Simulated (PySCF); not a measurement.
Compound: 2-chloropyridine, C5H4ClN.
Numbering: `[Cl:1][c:2]1[cH:3][cH:4][cH:5][cH:6][n:7]1` (hydrogens: H8 on C3; H9 on C4; H10 on C5; H11 on C6)

The calculation used core-valence-separated Tamm–Dancoff BHandHLYP/aug-pcX-1 (pcseg-1 on H, def2-SVPD on Cl) in PySCF, non-relativistic, gas phase, PBE0-D3(BJ)/def2-SVP geometry. No empirical shift is added; at this level the pattern usually sits a few eV under experiment.

(1) List the carbon K-edge absorption lines.

(2) List the nitrogen K-edge absorption lines.

Results:

(1) 
| E (eV) | f | core hole on | main final orbital | polarisation |
| --- | --- | --- | --- | --- |
| 282.83 | 0.0571 | C4 | LUMO (82 %) | out of plane |
| 283.09 | 0.0482 | C5 | LUMO+1 (72 %) | out of plane |
| 283.12 | 0.0715 | C3 | LUMO (44 %) | out of plane |
| 283.36 | 0.0719 | C6 | LUMO (44 %) | out of plane |
| 284.71 | 0.0711 | C2 | LUMO+1 (69 %) | out of plane |
| 284.76 | 0.0001 | C5 | LUMO (88 %) | – |
| 285.03 | 0.0003 | C3 | LUMO+1 (50 %) | – |
| 285.63 | 0.0001 | C4 | LUMO+1 (95 %) | – |
| 285.89 | 0.0005 | C6 | LUMO+1 (51 %) | – |
| 286.08 | 0.0170 | C5 | LUMO+2 (64 %) | in plane |
| 286.28 | 0.0162 | C3 | LUMO+2 (46 %) | in plane |
| 286.40 | 0.0210 | C4 | LUMO+2 (74 %) | in plane |
| 286.68 | 0.0621 | C2 | spread | in plane |
| 287.14 | 0.0005 | C2 | LUMO (81 %) | – |
| 287.16 | 0.0182 | C6 | LUMO+2 (32 %) | in plane |
| 287.48 | 0.0013 | C5 | LUMO+3 (55 %) | in plane |
| 287.56 | 0.0035 | C3 | spread | in plane |
| 287.76 | 0.0030 | C3 | LUMO+2 (42 %) | in plane |
| 287.80 | 0.0020 | C5 | LUMO+4 (50 %) | in plane |
| 287.86 | 0.0045 | C5 | LUMO+7 (84 %) | out of plane |
| 287.95 | 0.0002 | C4 | LUMO+3 (76 %) | – |
| 288.08 | 0.0006 | C5 | LUMO+5 (40 %) | – |

The first line with a tenth or more of the strongest one's intensity is at 282.83 eV (f = 0.057), with the hole on C4 (aromatic CH carbon), polarised out of plane: a 1s→π* resonance. The strongest listed is at 283.36 eV (f = 0.072; C6, 1s→π*).

(2) 
| E (eV) | f | core hole on | main final orbital | polarisation |
| --- | --- | --- | --- | --- |
| 396.65 | 0.0587 | N7 | LUMO (79 %) | out of plane |
| 399.47 | 0.0000 | N7 | LUMO+1 (94 %) | – |
| 401.49 | 0.0002 | N7 | LUMO+2 (49 %) | – |
| 401.79 | 0.0011 | N7 | LUMO+4 (30 %) | in plane |
| 402.19 | 0.0025 | N7 | LUMO+3 (44 %) | in plane |
| 402.35 | 0.0010 | N7 | LUMO+3 (34 %) | in plane |
| 402.71 | 0.0007 | N7 | LUMO+7 (83 %) | – |

The first line with a tenth or more of the strongest one's intensity is at 396.65 eV (f = 0.059), with the hole on N7 (pyridine-type nitrogen), polarised out of plane: a 1s→π* resonance. It is also the strongest listed.

Roots within 0.03 eV whose holes lie on the same, on equivalent or on shared atoms are summed into one line, and the highest roots are left out, as the search may have cut off their partners. Final orbitals are the ground state's empty Kohn–Sham orbitals. A dash: too weak, shared between unlike atoms, or no plane or axis to refer to.

Q: What are the wavelength and the wavenumber of the 283.12 eV line?

A: λ = 12398.42 eV Å/283.12 eV = 43.792 Å; 2.2835 × 10⁶ cm⁻¹.

The ionisation thresholds weren't computed; near and above them a finite basis only mimics Rydberg series and continuum.
